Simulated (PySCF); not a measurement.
# Zn²⁺ (zinc, charge +2) across methods

[Ar] 3d9 4s1, high-spin 3D determinant (an excited configuration). Calculation: PySCF 2.14, in ANO-RCC-VTZP; the spin-free X2C one-electron Hamiltonian (Gaussian nucleus).

```csv
method,E (hartree),mean ε 3d α (eV),mean ε 3d β (eV),mean ε 4s α (eV),Σ⟨r²⟩ (bohr²),⟨S²⟩
PBE,-1794.292,-38.796,-37.373,-26.116,18.45,2.000
LDA,-1791.506,-39.176,-37.719,-26.472,18.47,2.000
r2SCAN,-1794.527,-39.313,-37.781,-26.439,18.33,2.001
M06-L,-1794.484,-39.203,-37.584,-25.810,18.23,2.000
UHF,-1793.06439,-50.917,-49.018,-29.053,18.30,2.001
PBE0,-1794.313,-42.053,-40.532,-26.986,18.36,2.000
B3LYP,-1794.603,-41.498,-40.076,-27.010,18.40,2.000
MN15,-1795.729,-43.149,-41.845,-27.350,18.64,2.001
```
